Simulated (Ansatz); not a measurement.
C2H5BO2 can be A, `BOC1CO1`, or B, `CB(O)C=O`.

Computed with Ansatz on PBE0-D4/def2-TZVP structures; ΔE is electronic, products minus reactants. CCSD(T)/CBS adds triple-zeta CCSD(T) − MP2 to the extrapolated MP2 energy (def2 sets, frozen cores). Functionals use def2-TZVPP. B3LYP here is the variant with VWN-RPA as its local correlation; programs differ in this. One conformer a species, not always the lowest.

Question: Which is lower in electronic energy at CCSD(T)/CBS, and by how much? (An estimate is asked.)

Answer: The calculation gave: B, by 195.3 kJ/mol.

Question: Give E(B) − E(A) in kJ/mol with ωB97M-V, B3LYP, CCSD(T)/def2-SVP, B3LYP-D4, CCSD/def2-TZVPP, r2SCAN-D4, PBE0-D4. (An estimate is asked.)

Answer: Computed: ωB97M-V -191.2, B3LYP -196.2, CCSD(T)/def2-SVP -200.7, B3LYP-D4 -196.0, CCSD/def2-TZVPP -193.6, r2SCAN-D4 -187.7, PBE0-D4 -183.6. None reverses the order clearly.

Question: Does the order hold for the free energy at 298.15 K (harmonic terms from PBE0-D4)? (Estimate.)

Answer: Ansatz gave: Yes: G(B) − G(A) = -198.1 kJ/mol, for one conformer each.

Largest T1 diagnostic: 0.015.

From BLYP to BHLYP (50 % exact exchange), in def2-TZVPP and without D4, E(B) − E(A) moves by +6.9 kJ/mol. Leaving LDA and LC-ωPBE aside and taking each functional with its dispersion term where it has one, the values, not all of them listed here, spread over 19.6 kJ/mol, from BLYP-D4 to ωB97X-V. LDA lies +14.5 kJ/mol from PBE without D4.
